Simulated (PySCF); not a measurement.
## Electronic structure of Yb²⁺ (ytterbium, charge +2) at the PBE0 level

Configuration: [Xe] 4f13 5d1, one real determinant (an excited configuration). Calculation: PySCF 2.14, in cc-pVTZ-X2C; the spin-free X2C one-electron Hamiltonian (Gaussian nucleus).

* Total energy: -14058.46 hartree
* One-electron energy: -19250.87 hartree
* Hartree (Coulomb) energy: 5489.15 hartree
* Exchange-correlation energy: -296.74 hartree
* ⟨S²⟩: 2.0007
* ⟨L²⟩: 18.010
* Sum of ⟨r⟩: 36.62 bohr
* Sum of ⟨r²⟩: 38.81 bohr²
* Traceless quadrupole moment −½Σ⟨3z² − r²⟩ along its main axis: -1.47 e·bohr²
* Langevin diamagnetic susceptibility: -30.7 ×10⁻⁶ cm³/mol
* Time after the integrals: 18 s of wall time on 1 thread of Neoverse-N1 (shared host)

| shell | electrons | mean orbital energy (eV) | spread (eV) | rms radius, mean of both spins (bohr) |
| --- | --- | --- | --- | --- |
| 1s β | 1 | -61219.8 | 0 | 0.0223 |
| 1s α | 1 | -61219.8 | 0 | 0.0223 |
| 2s α | 1 | -10424.0 | 0 | 0.0901 |
| 2s β | 1 | -10423.9 | 0 | 0.0901 |
| 2p α | 3 | -9213.3 | 0.275 | 0.0815 |
| 2p β | 3 | -9213.3 | 0.222 | 0.0815 |
| 3s α | 1 | -2382.4 | 0 | 0.231 |
| 3s β | 1 | -2381.8 | 0 | 0.231 |
| 3p α | 3 | -2013.9 | 1.609 | 0.232 |
| 3p β | 3 | -2013.2 | 1.038 | 0.232 |
| 3d α | 5 | -1552.9 | 1.600 | 0.212 |
| 3d β | 5 | -1552.3 | 0.625 | 0.212 |
| 4s α | 1 | -494.40 | 0 | 0.518 |
| 4s β | 1 | -493.12 | 0 | 0.518 |
| 4p α | 3 | -372.11 | 2.394 | 0.552 |
| 4p β | 3 | -370.81 | 1.130 | 0.552 |
| 4d α | 5 | -207.62 | 2.744 | 0.603 |
| 4d β | 5 | -206.15 | 0.706 | 0.603 |
| 5s α | 1 | -77.387 | 0 | 1.27 |
| 5s β | 1 | -76.479 | 0 | 1.27 |
| 5p α | 3 | -48.062 | 0.781 | 1.50 |
| 5p β | 3 | -47.063 | 0.306 | 1.50 |
| 4f α | 7 | -27.847 | 2.670 | 0.838 |
| 4f β | 6 | -26.807 | 1.342 | 0.838 |
| 5d α | 1 | -17.090 | 0 | 2.44 |

⟨L²⟩ = 18.01 against 30 for a pure H term, so this real determinant mixes terms. Spin-orbit coupling, absent here, splits the open shell strongly.

Densities and radii are taken from the X2C orbitals without a picture-change correction, which distorts them close to the nucleus.
